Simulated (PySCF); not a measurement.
Compound: C6H6F3O (doublet state).
Geometry (GFN2-xTB, Å), atoms numbered from 1 in this order:
```xyz
16
C6H6F3O angstrom
F      2.312   -0.668    1.401
C      2.694   -0.241    0.181
F      2.299   -1.200   -0.669
F      4.020   -0.231    0.179
O      2.235    0.967   -0.113
C      0.916    1.098   -0.428
C     -0.211    0.553   -0.112
C     -0.677   -0.455    0.956
C     -2.116   -0.243    0.478
C     -1.624    0.751   -0.590
H     -0.270   -1.451    0.787
H     -0.459   -0.144    1.975
H     -2.586   -1.135    0.074
H     -2.771    0.198    1.226
H     -1.985    1.770   -0.469
H     -1.787    0.440   -1.620
```

The hyperfine couplings belong to this conformer and change with its torsions.

Identity: `FC(F)(F)O[C]=C1CCC1` [radical].

Computed with PySCF 2.14.0, UKS B3LYP, pcH-1 on C F H O, non-relativistic, mean-field spin-orbit, GIAO. Geometry: GFN2-xTB, one conformer, isolated molecule. Couplings are sensitive to structure, and on GFN2-xTB geometries they can be far from those on DFT ones. The SCF solution wasn't tested for stability.

Task: Where do the isotropic ENDOR lines of F1/F3/F4, H11/H12, H15/H16 and H13/H14 fall at 3342.9 mT, to first order?

Result: ν± = |νn ± a/2|, one line for each electron-spin manifold; νn = |g_N| × 7.62259 MHz/T × B.

| nuclei | isotope | g_N | νn (MHz) | a_iso (MHz) | lower line (MHz) | upper line (MHz) |
| --- | --- | --- | --- | --- | --- | --- |
| F1/F3/F4 | 19F | 5.2577 | 133.98 | 8.08 | 129.94 | 138.01 |
| H11/H12 | 1H | 5.5857 | 142.33 | -10.65 | 137.01 | 147.66 |
| H15/H16 | 1H | 5.5857 | 142.33 | -7.43 | 138.62 | 146.05 |
| H13/H14 | 1H | 5.5857 | 142.33 | 1.12 | 141.77 | 142.89 |

Task: Which pairs are centred on the nuclear Larmor frequency, and which on half the coupling?

Result: Centred on νn, since |a| < 2νn: F1/F3/F4, H11/H12, H15/H16 and H13/H14. No pair has |a| > 2νn.

Task: At what field would the lower line of F1/F3/F4 fall to zero frequency?

Result: Where νn = |a|/2, that is B = 4.04 MHz/(5.2577 × 7.62259 MHz/T) = 101 mT, as far as first order holds there.

Means are taken over nuclei equivalent by connectivity, which assumes that they swap fast. The three 19F nuclei of mean +8.1 MHz run from -2.6 to 23.9 MHz in the frozen geometry. The 1H value of -7.4 MHz is a mean of couplings from -11.4 to -3.4 MHz in this one geometry, not an average over conformers. The 1H value of -10.6 MHz is a mean of couplings from -14.5 to -6.8 MHz in this one geometry, not an average over conformers.

Largest spin populations (Mulliken): C6 (+0.96), C7 (-0.14) and C8 (+0.10). C6 is the only atom above +0.15. The positive populations add up to 1.16 and the negative ones to -0.16, together 2S = 1.

The run took 2.7 min of wall time (with the writing of density and orbital grids) on Arm Neoverse N1, one thread, shared host with 32 logical CPUs at a one-minute load of 20, and the process peaked at 1.1 GiB of memory.
